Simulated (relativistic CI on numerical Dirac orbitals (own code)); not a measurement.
**Electric-dipole lines of Tb⁴⁷⁺**

Computed by Dirac-Coulomb-Breit CI, orbitals from a KLI potential per configuration, a model potential for QED, unscaled Slater integrals (own radial code, finite nucleus).

Configuration list (outside the closed core [Ne]): 3s2 3p6, 3s2 3p5 3d, 3s 3p6 3d, 3s2 3p5 4s, 3s2 3p5 4p, 3s2 3p5 4d, 3p6 3d 4p, 3s 3p6 4s, 3p6 3d2, 3p5 3d3, 3p5 3d2 4s, 3p5 3d2 4p, 3p5 3d2 4d, 3p6 3d 4s, 3p5 3d 4s2, 3p5 3d 4s 4p, 3p5 3d 4s 4d. Double excitations out of closed p, d and f shells are left out; levels of such configurations are missing from the list, as are those of other unlisted configurations, and high levels can miss mixing partners.

| λ vac (nm) | Lower | Upper | A (s⁻¹) | E lower (eV) | E upper (eV) |
| --- | --- | --- | --- | --- | --- |
| 0.53892 | 3s 3p6 3d 3D_3 [16] | 3p6 3d 4p 3F°_4 [178] | 1.70e+13 | 618.57 | 2919.16 |
| 0.55929 | 3s2 3p6 1S_0 [1] | 3s2 3p5 4d 3D°_1 [162] | 5.03e+13 | 0.00 | 2216.82 |
| 0.60631 | 3s2 3p6 1S_0 [1] | 3s2 3p5 4d 1P°_1 [153] | 1.01e+14 | 0.00 | 2044.88 |
| 0.68922 | 3s2 3p6 1S_0 [1] | 3s2 3p5 4s 1P°_1 [138] | 1.32e+13 | 0.00 | 1798.90 |
| 0.69927 | 3p6 3d2 3F_3 [20] | 3p5 3d2 4s 3G°_4 [195] | 1.14e+13 | 1205.56 | 2978.61 |
| 2.7922 | 3p6 3d2 3F_2 [18] | 3p5 3d3 3D°_1 [106] | 2.17e+12 | 1166.54 | 1610.58 |
| 2.8514 | 3p6 3d2 3P_2 [21] | 3p5 3d3 3S°_1 [119] | 2.19e+12 | 1215.38 | 1650.20 |
| 2.8728 | 3p6 3d2 3F_4 [24] | 3p5 3d3 3D°_3 [130] | 1.19e+12 | 1252.54 | 1684.12 |
| 2.8791 | 3s2 3p6 1S_0 [1] | 3s2 3p5 3d 1P°_1 [11] | 2.16e+12 | 0.00 | 430.63 |
| 2.8811 | 3p6 3d2 1G_4 [22] | 3p5 3d3 1F°_3 [118] | 1.90e+12 | 1217.40 | 1647.74 |
| 2.9076 | 3p6 3d2 1G_4 [22] | 3p5 3d3 3F°_4 [116] | 2.34e+12 | 1217.40 | 1643.82 |
| 2.9514 | 3p6 3d2 3F_4 [24] | 3p5 3d3 3F°_4 [125] | 1.30e+12 | 1252.54 | 1672.63 |
| 2.9653 | 3p6 3d2 3P_2 [25] | 3p5 3d3 1F°_3 [126] | 9.90e+11 | 1259.67 | 1677.79 |
| 2.9670 | 3p6 3d2 3F_4 [24] | 3p5 3d3 3G°_5 [124] | 1.24e+12 | 1252.54 | 1670.41 |
| 3.0281 | 3p6 3d2 3F_2 [18] | 3p5 3d3 3F°_2 [99] | 1.50e+12 | 1166.54 | 1575.98 |
| 3.2917 | 3s2 3p5 3d 1D°_2 [7] | 3s 3p6 3d 1D_2 [17] | 6.57e+11 | 254.20 | 630.87 |
| 3.3617 | 3s2 3p5 3d 3F°_4 [6] | 3s 3p6 3d 3D_3 [16] | 1.11e+12 | 249.75 | 618.57 |
| 3.3706 | 3s2 3p5 3d 3F°_3 [4] | 3s 3p6 3d 3D_2 [15] | 1.17e+12 | 213.69 | 581.54 |
| 3.3735 | 3s2 3p5 3d 3P°_1 [3] | 3s 3p6 3d 3D_1 [14] | 6.50e+11 | 208.80 | 576.32 |
| 3.3816 | 3s2 3p5 3d 3D°_3 [8] | 3s 3p6 3d 1D_2 [17] | 5.25e+11 | 264.22 | 630.87 |
| 3.4016 | 3s2 3p5 3d 3D°_2 [5] | 3s 3p6 3d 3D_2 [15] | 3.92e+11 | 217.05 | 581.54 |
| 3.4510 | 3s2 3p5 3d 3D°_2 [5] | 3s 3p6 3d 3D_1 [14] | 6.87e+11 | 217.05 | 576.32 |
| 3.4989 | 3s2 3p5 3d 3D°_3 [8] | 3s 3p6 3d 3D_3 [16] | 4.18e+11 | 264.22 | 618.57 |
| 4.2596 | 3p6 3d2 1G_4 [22] | 3p5 3d3 3F°_3 [89] | 4.23e+11 | 1217.40 | 1508.47 |
| 4.2786 | 3p6 3d2 3F_4 [24] | 3p5 3d3 3D°_3 [96] | 5.26e+11 | 1252.54 | 1542.32 |
| 4.2952 | 3s2 3p6 1S_0 [1] | 3s2 3p5 3d 1P°_1 [9] | 5.46e+11 | 0.00 | 288.66 |
| 4.3596 | 3p6 3d2 3F_2 [18] | 3p5 3d3 3G°_3 [55] | 5.86e+11 | 1166.54 | 1450.93 |
| 4.4370 | 3p6 3d2 1G_4 [22] | 3p5 3d3 3G°_4 [82] | 4.55e+11 | 1217.40 | 1496.83 |
| 4.4456 | 3p6 3d2 3F_4 [24] | 3p5 3d3 3F°_4 [94] | 4.97e+11 | 1252.54 | 1531.43 |
| 4.5687 | 3p6 3d2 1G_4 [22] | 3p5 3d3 1H°_5 [76] | 2.38e+11 | 1217.40 | 1488.78 |

Terms are leading LS components. Brackets give the number of a level in order of energy, since labels repeat. The list gives strong lines, with weight on those to low levels, without lines whose two gauges differ by over a factor of 2.5, among the lowest 200 of 1246 levels, so that lines to higher ones, which can be the strongest, are missing. Levels whose partners in the same complex of configurations lie outside the list can be far off, and so can their lines. Rates are taken at the computed energies, electric ones in the length gauge.

At this charge energies of transitions that change n are usually good to better than 1 %, and those within a shell (Δn = 0) to a few per cent.

LS names give the leading component of a level, which can be under half, so a name can repeat, a term be missing and a line seem to break the LS rules.
